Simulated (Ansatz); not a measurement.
CH7BOSSi, SMILES `BO[SiH2]SC`, charge 0, multiplicity 1.

Q: Give a relaxed structure at PBE0-D4/def2-TZVP (Ansatz 0.2.0). (An estimate is asked.)

A: Computed: 
```xyz
12

B    -1.9936   -0.8449    0.2382
O    -1.0777   -1.0264   -0.7328
Si   -0.0058    0.0382   -1.4215
S     1.9307   -0.1494   -0.6088
C     1.6184    0.5065    1.0575
H    -2.1464    0.2460    0.7265
H    -2.6363   -1.7916    0.5945
H     0.1016   -0.3006   -2.8560
H    -0.5264    1.4102   -1.1895
H     2.5875    0.5922    1.5475
H     0.9914   -0.1728    1.6344
H     1.1566    1.4925    1.0100
```
This is one stationary point; other conformers may exist.
